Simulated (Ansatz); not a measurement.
`BBC[SiH3]` + H₂ → `BC[SiH3]` + BH₃  (hydrogenolysis of a B–B bond)

Computed with Ansatz on PBE0-D4/def2-TZVP structures; ΔE is electronic, products minus reactants. CCSD(T)/CBS adds triple-zeta CCSD(T) − MP2 to the extrapolated MP2 energy (def2 sets, frozen cores). This one scheme is used for every species. Each species was taken in one conformer, which may not be the lowest.

```csv
species,CCSD(T)/CBS(def2) energy (Eh)
`BBC[SiH3]`,-381.48606
H₂,-1.17544
`BC[SiH3]`,-356.11784
BH₃,-26.55200
```

(1) Work out ΔE.

Largest T1 diagnostic among the species: 0.012.

Results:

(1) ΔE = (-356.11784) + (-26.55200) − (-381.48606) − (-1.17544) = -0.00834 Eh = -5.2 kcal/mol.

From r2SCAN to r2SCAN0 (25 % exact exchange), in def2-TZVPP and without D4, ΔE moves by −1.8 kcal/mol. At CCSD(T), def2-SVP lies −1.6 kcal/mol from the extrapolated value and def2-TZVPP −0.7 kcal/mol. In def2-TZVPP, CCSD(T) changes the Hartree–Fock value by +6.6 kcal/mol (the triples alone add +1.0 kcal/mol) and MP2 by +6.2 kcal/mol.
